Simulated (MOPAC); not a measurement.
A run for MOPAC: AM1 on TeF, 2S+1 = 2, a spin state set in the input, which need not be the lowest, a point of a bond scan (R = 1.912 Å).

```
AM1 1SCF PRECISE CHARGE=0 UHF MS=0.5 THREADS=1
FTe

F      0.00000000 1     0.00000000 1     0.00000000 1
Te     0.00000000 1     0.00000000 1     1.91206300 1
```

It printed:

```
*******************************************************************************
 **                                                                           **
 **                              MOPAC v23.2.5                                **
 **                                                                           **
 *******************************************************************************
 ** MOPAC's Digital Object Identifier: https://doi.org/10.5281/zenodo.6511958 **
 **                                                                           **
 ** Please cite the open-source release paper for use of this MOPAC version:  **
 ** J. E. Moussa and J. J. P. Stewart (2026)                                  **
 ** MOPAC: An open-source semiempirical molecular orbital program             **
 ** J. Open Source Softw., 11(119), 8025, https://doi.org/10.21105/joss.08025 **
 *******************************************************************************

                              AM1 CALCULATION RESULTS

 *******************************************************************************
 *  AM1        - The AM1 Hamiltonian to be used
 *  UHF        - UNRESTRICTED HARTREE-FOCK CALCULATION
 *
 *
 *
 *                 CHARGE ON SYSTEM = 0
 *
 *
 *
 *  MS=        - IN MECI, MAGNETIC COMPONENT OF SPIN =  0.5
 *  PRECISE    - TIGHTER CRITERIA TO BE USED
 *  1SCF       - DO 1 SCF AND THEN STOP
 *  THREADS=1  - MULTI-THREADING NOT USED
 *  T=         - A TIME OF 172800.0 SECONDS REQUESTED
 *  DUMP=N     - RESTART FILE WRITTEN EVERY 7200.0 SECONDS REQUESTED
 *******************************************************************************
AM1 1SCF PRECISE CHARGE=0 UHF MS=0.5 THREADS=1
 FTe

   ATOM   CHEMICAL          X               Y               Z
  NUMBER   SYMBOL      (ANGSTROMS)     (ANGSTROMS)     (ANGSTROMS)

     1       F          0.00000000  *   0.00000000  *   0.00000000  *
     2      Te          0.00000000  *   0.00000000  *   1.91206300  *



          CARTESIAN COORDINATES

    NO.       ATOM           X           Y           Z

     1         F          0.0000      0.0000      0.0000
     2        Te          0.0000      0.0000      1.9121

  F: (AM1): M.J.S. DEWAR AND E. G. ZOEBISCH, THEOCHEM, 180, 1 (1988).
 Te: (AM1): J. J. P. STEWART, J. MOL. MOD., 10, 155-164 (2004)

           Empirical Formula: F Te  =     2 atoms



      MOLECULAR POINT GROUP   :   C*v


          UHF CALCULATION, NO. OF ALPHA ELECTRONS =    7
                           NO. OF BETA  ELECTRONS =    6

 -------------------------------------------------------------------------------
 AM1 1SCF PRECISE CHARGE=0 UHF MS=0.5 THREADS=1
 FTe



     1SCF WAS SPECIFIED, SO BFGS WAS NOT USED
     SCF FIELD WAS ACHIEVED


                              AM1 CALCULATION
                                                       MOPAC v23.2.5 Linux




          FINAL HEAT OF FORMATION =        -11.53295 KCAL/MOL =     -48.25386 KJ/MOL


          COSMO AREA              =         82.25 SQUARE ANGSTROMS
          COSMO VOLUME            =         67.87 CUBIC ANGSTROMS

          IONIZATION POTENTIAL    =          6.772771 EV
          ALPHA SOMO LUMO (EV)    =         -7.541 -0.356
          BETA  SOMO LUMO (EV)    =         -6.773 -1.923
          NO. OF ALPHA ELECTRONS  =          7
          NO. OF BETA  ELECTRONS  =          6
          MOLECULAR WEIGHT        =        146.5984         POINT GROUP:  C*v

          MOLECULAR DIMENSIONS (Angstroms)

            Atom       Atom       Distance
           Te     2    F     1     1.91206
           Te     2    F     1     0.00000
            F     1   Te     2     0.00000


          SCF CALCULATIONS        =          1





   ATOM   CHEMICAL          X               Y               Z
  NUMBER   SYMBOL      (ANGSTROMS)     (ANGSTROMS)     (ANGSTROMS)

     1       F          0.00000000  *   0.00000000  *   0.00000000  *
     2      Te          0.00000000  *   0.00000000  *   1.91206300  *

                             CARTESIAN COORDINATES

   1    F        0.000000000     0.000000000     0.000000000
   2   Te        0.000000000     0.000000000     1.912063000


           Empirical Formula: F Te  =     2 atoms



      MOLECULAR POINT GROUP   :   C*v


          ALPHA EIGENVALUES
 -46.68076 -23.69619 -14.42937 -14.20806 -13.32573  -8.94657  -7.54144  -0.35565


           BETA EIGENVALUES
 -46.50787 -20.41481 -14.15908 -13.71719 -13.03586  -6.77277  -1.92312   0.16030


              NET ATOMIC CHARGES AND DIPOLE CONTRIBUTIONS

  ATOM NO.   TYPE          CHARGE      No. of ELECS.   s-Pop       p-Pop
    1          F          -0.372836        7.3728     1.93020     5.44264
    2         Te           0.372836        5.6272     1.96825     3.65892
 DIPOLE           X         Y         Z       TOTAL
 POINT-CHG.     0.000     0.000     3.424     3.424
 HYBRID         0.000     0.000    -1.246     1.246
 SUM            0.000     0.000     2.178     2.178


          ATOMIC ORBITAL ELECTRON POPULATIONS

     Atom    s        px        py        pz
    1  F   1.93020   2.00000   1.94651   1.49613
    2 Te   1.96825   2.00000   1.05349   0.60543


                    (SZ)    =    0.500000
                    (S**2)  =    0.754789


          ATOMIC ORBITAL SPIN POPULATIONS

    Atom   Total    s     px     py     pz
         Atomic
    1  F -0.0030  0.003  0.000  0.053 -0.059
    2 Te  1.0030  0.004  0.000  0.947  0.053

 **********************
 *                    *
 * JOB ENDED NORMALLY *
 *                    *
 **********************




 == MOPAC DONE ==
```

The run finished.

Cost: about 0.03 core-seconds (a rough figure).
